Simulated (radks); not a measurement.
Results of a calculation; reference values are marked as such.
Task: The bismuth ion Bi4+, configuration [Xe] 4f14 5d(up 5, down 4) 6s2 (not the ground configuration). Level of theory: non-relativistic Kohn-Sham, PBE, spin-polarised, spherical densities, point nucleus; relativity is left out, which matters for an element this heavy (a radial shooting solver on a logarithmic mesh with Libxc functionals). Some entries of the table are withheld. Estimate them.

orbital,occ.,eigenvalue (hartree),<r^2> (bohr^2)
1s up,1,-2979.243,0.0004442
1s down,1,-2979.243,0.0004442
2s up,1,-504.9207,0.006880
2s down,1,-504.9157,0.006880
2p up,3,-486.5407,0.005067
2p down,3,-486.5369,0.005067
3s up,1,-122.3723,0.04222
3s down,1,-122.3701,0.04222
3p up,3,-113.6023,0.03875
3p down,3,-113.6002,0.03875
3d up,5,-97.23443,0.02966
3d down,5,-97.23102,0.02966
4s up,1,-28.80917,0.1983
4s down,1,-28.80557,0.1982
4p up,3,-24.93810,0.2019
4p down,3,-24.93419,0.2018
4d up,5,-17.78374,0.2081
4d down,5,-17.77895,0.2081
4f up,7,-8.06303,0.2212
4f down,7,-8.05736,0.2210
5s up,1,-6.27535,(1)
5s down,1,-6.24699,(2)
5p up,3,-4.94558,1.080
5p down,3,-4.91630,1.080
5d up,5,-2.74828,1.565
5d down,4,-2.71936,1.571
6s up,1,-1.74405,(3)
6s down,1,-1.73360,(4)

Result: 
(1) 5s up <r^2> (bohr^2): 0.9474
(2) 5s down <r^2> (bohr^2): 0.9467
(3) 6s up <r^2> (bohr^2): 4.943
(4) 6s down <r^2> (bohr^2): 4.980
